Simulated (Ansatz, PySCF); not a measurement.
System: C4H8, net charge 0, singlet state. 
Geometry from a B3LYP-D3(BJ)/def2-TZVP (Ansatz, an electronic-structure program) optimisation:
```
C
C 1 1.3282
H 1 1.0882 2 118.55
H 2 1.0882 1 118.55 3 180.00
C 1 1.4963 3 116.22 2 180.00
H 5 1.0911 1 111.39 3 -180.00
H 5 1.0941 6 108.10 1 122.47
H 5 1.0941 6 108.10 7 115.06
C 2 1.4963 4 116.22 1 -180.00
H 9 1.0911 2 111.39 4 180.00
H 9 1.0941 10 108.10 2 -122.47
H 9 1.0941 10 108.10 11 -115.06
```

Total electronic energies in hartree. Cores are frozen in the correlated levels unless marked. Spin-orbit coupling is left out. Non-relativistic. CBS marks a two-point X^-3 extrapolation of the correlation energy; Hartree-Fock from the larger set. The bracket is a focal-point correction in the basis named.

```csv
level,program,energy (Eh)
HF/aug-cc-pVDZ,Ansatz,-156.12869
r2SCAN-D4/def2-TZVPD,Ansatz + dftd4,-157.17696
BHLYP/def2-TZVPD,Ansatz,-157.17697
TPSSh-D4/def2-TZVPD,PySCF + dftd4,-157.30432
LC-wPBE-D4/def2-TZVPD,Ansatz + dftd4,-157.18367
B2GP-PLYP/def2-TZVPD,Ansatz,-157.08714
RPA@PBE/cc-pVQZ,Ansatz,-157.37592
MP2/cc-pwCVTZ,Ansatz,-156.86137
RI-MP2/aug-cc-pVTZ,Ansatz,-156.86235
"RI-MP2/CBS(aug-cc-pVTZ,aug-cc-pVQZ)",Ansatz,-156.9350
SCS-MP2/aug-cc-pVDZ,Ansatz,-156.71098
SCS-MP2/cc-pwCVTZ,Ansatz,-156.86811
CCSD(T)/cc-pVTZ,Ansatz,-156.92539
"RI-MP2/CBS(cc-pVTZ,cc-pVQZ)+[CCSD(T)-MP2]/cc-pVDZ",Ansatz,-157.0082
"RI-MP2/CBS(aug-cc-pVTZ,aug-cc-pVQZ)+[CCSD(T)-MP2]/aug-cc-pVTZ",Ansatz,-157.0085
```

Totals of different functionals don't rank their quality; only differences between species are comparable.
